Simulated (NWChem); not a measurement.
Program: NWChem. System: FGa, charge 1, spin multiplicity 2, at the geometry of a parent with another charge or spin, in a state set for the comparison that need not be this species' ground state. Its SCF solution wasn't tested for a lower state. Level: ROCCSD(T)/def2-TZVPD, 10 core orbitals frozen.

Input file:

```
start mol
memory heap 100 mb stack 700 mb global 1900 mb
charge 1
geometry units angstroms nocenter noautoz
  Ga     0.000000     0.000000    -0.404600
  F      0.000000     0.000000     1.393624
  symmetry group C2v
end
basis spherical
  * library def2-tzvpd
end
scf
  rohf
  nopen 1
  maxiter 100
  thresh 1e-7
  semidirect memsize 60000000 filesize 0
  # guess.movecs holds the orbitals of an unrestricted PBE0 run
  vectors input guess.movecs output mol.movecs
end
tce
  freeze core 10
  ccsd(t)
  2eorb
  2emet 13
  thresh 1e-6
  maxiter 100
  tilesize 24
end
task tce energy
```

NWChem printed:

```
             Northwest Computational Chemistry Package (NWChem) 7.3.0
             --------------------------------------------------------

                                NWChem Input Module
                                -------------------

 Scaling coordinates for geometry "geometry" by  1.889725989
 (inverse scale =  0.529177249)

 Turning off AUTOSYM since
 SYMMETRY directive was detected!

                             Geometry "geometry" -> ""
                             -------------------------

 Output coordinates in angstroms (scale by  1.889725989 to convert to a.u.)

  No.       Tag          Charge          X              Y              Z
 ---- ---------------- ---------- -------------- -------------- --------------
    1 Ga                  31.0000     0.00000000     0.00000000    -0.40460000
    2 F                    9.0000     0.00000000     0.00000000     1.39362400

 Effective nuclear repulsion energy (a.u.)      82.1034823642

            Nuclear Dipole moment (a.u.)
            ----------------------------
        X                 Y               Z
 ---------------- ---------------- ----------------
     0.0000000000     0.0000000000     0.0000302356

      Symmetry information
      --------------------

 Group name             C2v
 Group number             16
 Group order               4
 No. of unique centers     2

      Symmetry unique atoms

     1    2


 Summary of "ao basis" -> "" (spherical)
 ------------------------------------------------------------------------------
       Tag                 Description            Shells   Functions and Types
 ---------------- ------------------------------  ------  ---------------------
 *                         def2-tzvpd                 on all atoms

 Summary of "ao basis" -> "ao basis" (spherical)
 ------------------------------------------------------------------------------
       Tag                 Description            Shells   Functions and Types
 ---------------- ------------------------------  ------  ---------------------
 Ga                        def2-tzvpd               18       54   7s5p5d1f
 F                         def2-tzvpd               14       40   6s4p3d1f

                                 NWChem SCF Module
                                 -----------------

  ao basis        = "ao basis"
  functions       =    94
  atoms           =     2
  closed shells   =    19
  open shells     =     1
  charge          =   1.00
  wavefunction    = ROHF
  use symmetry    = T
  symmetry adapt  = T

 Summary of "ao basis" -> "ao basis" (spherical)
 ------------------------------------------------------------------------------
       Tag                 Description            Shells   Functions and Types
 ---------------- ------------------------------  ------  ---------------------
 Ga                        def2-tzvpd               18       54   7s5p5d1f
 F                         def2-tzvpd               14       40   6s4p3d1f

      Symmetry analysis of basis
      --------------------------

        a1         42
        a2         10
        b1         21
        b2         21

 Forming initial guess at       0.1s

      Symmetry analysis of molecular orbitals - initial
      -------------------------------------------------

  Numbering of irreducible representations:

     1 a1          2 a2          3 b1          4 b2

  Orbital symmetries:

     1 a1          2 a1          3 b1          4 b2          5 a1
     6 a1          7 a1          8 b2          9 b1         10 a1
[...]
  --------------------------------------

    Atom       Charge   Shell Charges
 -----------   ------   -------------------------------------------------------
    1 Ga  31    29.69   2.00  2.00  1.17  0.80  0.79  0.42 -0.03  5.98  4.43  1.56  0.41  0.04  8.92  1.13 -0.02  0.03 -0.00  0.04
    2 F    9     9.31   0.77  1.20  0.60  1.01  0.35 -0.05  2.20  2.24  0.97 -0.00  0.00  0.01  0.01  0.00

 Mulliken analysis of the open-shell density
 -------------------------------------------

    Atom       Charge   Shell Charges
 -----------   ------   -------------------------------------------------------
    1 Ga  31     0.96   0.00  0.00  0.02 -0.03  0.46  0.34 -0.02  0.00  0.01 -0.00  0.17  0.02  0.00 -0.00  0.00 -0.00 -0.00  0.00
    2 F    9     0.04   0.00 -0.00  0.00  0.00 -0.00 -0.01  0.04  0.03 -0.00 -0.02  0.00 -0.00  0.00 -0.00

       Multipole analysis of the density wrt the origin
       ------------------------------------------------

     L   x y z        total         open         nuclear
     -   - - -        -----         ----         -------
     0   0 0 0      1.000000     -1.000000     40.000000

     1   1 0 0      0.000000      0.000000      0.000000
     1   0 1 0     -0.000000      0.000000      0.000000
     1   0 0 1     -1.954390      1.521520      0.000030

     2   2 0 0    -10.908072     -1.828333      0.000000
     2   1 1 0      0.000000     -0.000000      0.000000
     2   1 0 1     -0.000000     -0.000000      0.000000
     2   0 2 0    -10.908072     -1.828333      0.000000
     2   0 1 1      0.000000     -0.000000      0.000000
     2   0 0 2    -13.885472     -5.022507     80.543308

                   NWChem Extensible Many-Electron Theory Module
                   ---------------------------------------------


            General Information
            -------------------
      Number of processors :     1
         Wavefunction type : Restricted open-shell Hartree-Fock
          No. of electrons :    39
           Alpha electrons :    20
            Beta electrons :    19
           No. of orbitals :   188
            Alpha orbitals :    94
             Beta orbitals :    94
        Alpha frozen cores :    10
         Beta frozen cores :    10
     Alpha frozen virtuals :     0
      Beta frozen virtuals :     0
         Spin multiplicity : doublet
    Number of AO functions :    94
       Number of AO shells :    32
        Use of symmetry is : on
      Symmetry adaption is : on
         Schwarz screening : 0.10D-09

          Correlation Information
          -----------------------
          Calculation type : Coupled-cluster singles & doubles w/ perturbation
   Perturbative correction : (T)
            Max iterations :      100
        Residual threshold : 0.10D-05
     T(0) DIIS level shift : 0.00D+00
     L(0) DIIS level shift : 0.00D+00
     T(1) DIIS level shift : 0.00D+00
     L(1) DIIS level shift : 0.00D+00
     T(R) DIIS level shift : 0.00D+00
     T(I) DIIS level shift : 0.00D+00
   CC-T/L Amplitude update :  5-th order DIIS
                I/O scheme : Global Array Library
        L-threshold :  0.10D-05
        EOM-threshold :  0.10D-05
 no EOMCCSD initial starts read in
 TCE RESTART OPTIONS
 SLICE:      F
 D4D5:       F
 quantumc:   F
 qrotation:  F
 pwtce:      F
 qducc:      F
 nacto:                         0
 nrotv:                         0
 nrot:                          0

            Memory Information
            ------------------
          Available GA space size is     249019128 doubles
          Available MA space size is     104848228 doubles

 Maximum block size supplied by input
 Maximum block size        24 doubles

 tile_dim =     17

 -------------------------------------------------

 Global array virtual files algorithm will be used

 Parallel file system coherency ......... OK

 4-electron integrals stored in orbital form

 v2    file size   =          2784281
 4-index algorithm nr.  13 is used
 imaxsize =       30
 imaxsize ichop =        0


CCSD iterations
 ---------------------------------------------------------
 Iter          Residuum       Correlation     Cpu    Wall
 ---------------------------------------------------------
    1   0.2031300351362  -0.4275953120613     0.7     0.7
    2   0.0395673940055  -0.4105351029081     0.7     0.7
    3   0.0170474006240  -0.4187799519070     0.7     0.7
    4   0.0083684824858  -0.4181256063803     0.7     0.7
    5   0.0056889523857  -0.4191257225880     0.7     0.7
    6   0.0030739613715  -0.4193235923181     0.7     0.7
    7   0.0017619338618  -0.4194528577170     0.7     0.7
    8   0.0011632480623  -0.4194105869491     0.7     0.7
    9   0.0007307988558  -0.4194534694096     0.7     0.7
   10   0.0005575662578  -0.4194622272055     0.7     0.7
   11   0.0001245951093  -0.4195046223293     0.7     0.7
   12   0.0000619291030  -0.4195037687110     0.7     0.7
   13   0.0000411064250  -0.4195039102388     0.7     0.7
   14   0.0000282336398  -0.4195054833558     0.9     0.9
   15   0.0000242820749  -0.4195043759865     0.7     0.7
   16   0.0000076201826  -0.4195054911068     0.7     0.7
   17   0.0000041375554  -0.4195052721629     0.7     0.7
   18   0.0000029790990  -0.4195051898106     0.7     0.7
   19   0.0000018732653  -0.4195052346721     0.7     0.7
   20   0.0000016164853  -0.4195052082205     0.7     0.7
   21   0.0000004593663  -0.4195052533549     0.7     0.7
 -----------------------------------------------------------------
 Iterations converged
 CCSD correlation energy / hartree =        -0.419505253354907
 CCSD total energy / hartree       =     -2022.862292812021678

 Singles contributions
    20a1  (beta ) ---    17a1  (beta )       -0.1101420014

 Doubles contributions
 CCSD(T)
 Using plain CCSD(T) code
             total no. of tasks         3263
 total no. of tasks / no. procs         3263
                         wl_min            4           1.3
                         wl_max       295936           8.2
        thresh for no. of tasks         3263

 CCSD[T]  correction energy / hartree =        -0.019921586618796
 CCSD[T] correlation energy / hartree =        -0.439426839973703
 CCSD[T] total energy / hartree       =     -2022.882214398640372
 CCSD(T)  correction energy / hartree =        -0.016673352358880
 CCSD(T) correlation energy / hartree =        -0.436178605713788
 CCSD(T) total energy / hartree       =     -2022.878966164380472

 Task  times  cpu:       35.5s     wall:       35.5s

 Total times  cpu:       35.5s     wall:       35.5s
```
